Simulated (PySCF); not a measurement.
A structure optimised at ωB97X-D3(BJ)/def2-SVP, used in a PySCF frequency run:

```xyz
6

Ga     0.0000     0.0000    -1.1716
H      0.0000     1.4016    -1.8442
H      0.0000    -1.4016    -1.8442
N      0.0000     0.0000     0.6589
C      0.0000     0.0000     1.8582
O      0.0000     0.0000     3.0308
```
Charge 0, spin multiplicity 1.

**Question.** Write its SMILES, formula and point group.

**Answer.** O=C=[N][GaH2], CH₂GaNO, C2v

**Question.** What are its rotational constants (standard atomic weights)?

**Answer.** 127.61, 1.7026, 1.6802 GHz
